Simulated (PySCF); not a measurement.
# Frontier levels across methods

Compound: ethyl butyl ether, C6H14O.
Z-matrix (Å and degrees, PBE0-D3(BJ)/def2-SVP geometry), rows numbered from 1:
```
C 
C   1  1.5196
C   2  1.5226  1  113.28
C   3  1.5134  2  113.43  1  -177.76
O   4  1.3981  3  109.31  2    61.59
C   5  1.3973  4  114.00  3  -176.93
C   6  1.5095  5  109.07  4  -179.77
H   1  1.1006  2  111.65  3  -179.65
H   1  1.1023  2  111.47  3   -59.37
H   1  1.1020  2  111.22  3    60.28
H   2  1.1049  1  109.78  3   122.12
H   2  1.1017  1  110.26  3  -121.58
H   3  1.1038  2  110.20  1    60.53
H   3  1.1039  2  109.68  1   -56.31
H   4  1.1103  3  110.31  2  -176.84
H   4  1.1117  3  109.99  2   -59.62
H   6  1.1108  5  110.28  4    58.79
H   6  1.1108  5  110.38  4   -58.31
H   7  1.1000  6  110.38  5    58.75
H   7  1.0998  6  110.78  5   179.00
H   7  1.1001  6  110.54  5   -60.67
```

Basis pcSseg-1 throughout (PySCF), one geometry. The structure is a single PBE0-D3(BJ)/def2-SVP conformer in the gas phase; no vibrational or solvent corrections.

**Question.** How do the orbital energies, the gap and the dipole change with the method?

**Answer.** 
| method | kind | HOMO (eV) | LUMO (eV) | gap (eV) | μ (D) | SCF cycles |
| --- | --- | --- | --- | --- | --- | --- |
| PBE | GGA | -5.69 | 0.72 | 6.41 | 0.97 | 14 |
| BP86 | GGA | -5.80 | 0.80 | 6.60 | 0.98 | 14 |
| KT3 | GGA | -5.89 | 0.63 | 6.52 | 0.94 | 14 |
| B3LYP | global hybrid | -7.04 | 1.24 | 8.28 | 1.07 | 12 |
| PBE0 | global hybrid | -7.27 | 1.57 | 8.84 | 1.08 | 12 |
| BHandHLYP | global hybrid | -8.82 | 2.26 | 11.08 | 1.18 | 12 |
| wB97X-D | range-separated hybrid | -9.20 | 3.40 | 12.60 | 1.12 | 13 |
| LC-wPBE | range-separated hybrid | -10.02 | 3.76 | 13.78 | 1.17 | 13 |

The HOMO spans 4.33 eV, from PBE down to LC-wPBE, and the gap runs from 6.41 eV (PBE) to 13.78 eV (LC-wPBE). Over the methods PBE (0 %), BP86 (0 %), KT3 (0 %), B3LYP (20 %), PBE0 (25 %), BHandHLYP (50 %), a straight line through the gap against the share of exact exchange rises by 0.91 eV for each 10 % (correlation coefficient 0.999). The dipole ranges from 0.94 D (KT3) to 1.18 D (BHandHLYP). This basis has no diffuse functions.

The vertical ΔSCF ionisation energy at CAM-B3LYP/def2-SVPD is 9.61 eV; −ε(HOMO) comes closest to it with wB97X-D (9.20 eV) and LC-wPBE (10.02 eV).
